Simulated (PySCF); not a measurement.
CH5F2NOSi, SMILES CO[Si](N)(F)F. Atoms are numbered in the order given.

```xyz
11

C     -1.9336    -0.8609    -0.9245
O     -1.2273     0.2292    -0.3646
Si     0.3163     0.1777     0.1662
N      1.3685    -0.4699    -0.9994
F      0.6399     1.6871     0.6271
F      0.4884    -0.7340     1.4866
H     -1.2834    -1.4837    -1.5634
H     -2.3619    -1.5004    -0.1336
H     -2.7587    -0.4674    -1.5373
H      2.2362    -0.9171    -0.7227
H      1.4250    -0.0761    -1.9326
```

The structure is a stationary point at B3LYP-D3(BJ)/def2-SVP. The structure was generated by enumeration, and PubChem lists no compound with its InChIKey, so it may never have been made. The values are those of a single conformer.

Method: PBE/def2-TZVP run with PySCF.

ESP charges are fitted to the potential on shells at 1.4 to 2.0 van der Waals radii. Atomic charges (e):

```
atom  Löwdin    IAO  ESP fit
----  ------  -----  -------
C1     -0.36  -0.21    -0.17
O2      0.11  -0.62    -0.33
Si3    -0.28   1.73     1.01
N4     -0.22  -0.87    -1.06
F5      0.04  -0.51    -0.32
F6      0.03  -0.52    -0.28
H7      0.11   0.14     0.10
H8      0.11   0.14     0.10
H9      0.11   0.16     0.12
H10     0.17   0.29     0.41
H11     0.17   0.28     0.41
```

Computed Mayer and Wiberg (Löwdin basis) orders of the bonds:
| bond | Mayer | Wiberg |
|---|---|---|
| C1–O2 | 0.96 | 1.51 |
| O2–Si3 | 1.25 | 1.58 |
| Si3–N4 | 1.22 | 1.55 |
| Si3–F5 | 1.18 | 1.72 |
| Si3–F6 | 1.15 | 1.70 |
| C1–H7 | 0.96 | 0.93 |
| C1–H8 | 0.96 | 0.94 |
| C1–H9 | 0.96 | 0.94 |
| N4–H10 | 0.91 | 0.94 |
| N4–H11 | 0.91 | 0.95 |
